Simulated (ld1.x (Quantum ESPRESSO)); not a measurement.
**tin (Sn), TM semilocal: configuration errors across variants**

Sn, norm-conserving Troullier–Martins (semilocal form), made with ld1.x (Quantum ESPRESSO) 7.5 (PBE, scalar-relativistic). Core [Kr] 4d10, reference 5s2 5p1.75 (charge +0.25). Waves: 5p (bound): rc 2.45 bohr; 5d channel at 0.05 Ry: rc 2.65 bohr; 5s (bound): rc 1.50 bohr. Local part: the s channel. Core correction: none.

All-electron excitation energies from the reference (eV): (1) 5s2 5p2 -1.112; (2) 5s2 5p1 5.762; (3) 5s2 5p0 19.715; (4) 5s0 5p4 13.074; (5) 5s1 5p3 5.866; (6) 5s2 5p1.5 1.504; (7) 5s1 5p0 50.686.

In the semilocal form every listed channel keeps its own potential, so the choice of the local channel does not act on these tests. It acts once the file is put into the separable form.

A semilocal file is local in each channel, so a ghost entry of none says nothing of the separable form that plane-wave codes build from it.

3 further variants failed, have other tests or too few solved ones, and are left out.

A true bound ghost makes a file unfit for plane-wave use even where its test errors are small: the radial tests pick states by their node count and pass the ghost by.

Errors AE − PS in meV (a dash: test not solved or not reliable):

```csv
change,(1),(2),(3),(4),(5),(6),(7),bound ghosts
base,+0.5,+2.0,+41,+118,+19,-0.1,+183,none
"all radii scaled by about 0.92 (s 1.38, p 2.26, d 2.44 bohr)",+0.6,+5.3,+76,+156,+19,+0.2,+359,s (extra level of the local part)
wave 5s (bound): rc 1.50 bohr becomes 5s (bound): rc 1.22 bohr,+16,-77,-244,+54,-9.4,-21,-203,none
wave 5d channel at 0.05 Ry: rc 2.65 bohr becomes 5d channel at 4.16 Ry: rc 2.65 bohr,+0.5,+2.0,+41,+118,+19,-0.1,+183,none
wave 5p (bound): rc 2.45 bohr becomes 5p (bound): rc 2.42 bohr,+0.5,+2.0,+41,+118,+19,-0.1,+183,none
wave 5d channel at 0.05 Ry: rc 2.65 bohr becomes 5d channel at 0.05 Ry: rc 3.22 bohr,+0.5,+2.0,+41,+118,+19,-0.1,+183,none
"form changed from semilocal to separable (Kleinman–Bylander), still TM",+0.4,+1.7,+41,+114,+19,-0.1,+183,d
```

Problem. Give the same row for: wave 5p (bound): rc 2.45 bohr becomes 5p (bound): rc 2.54 bohr.

Solution. +0.5, +2.0, +41, +122, +20, -0.1, +180; bound ghosts: none.
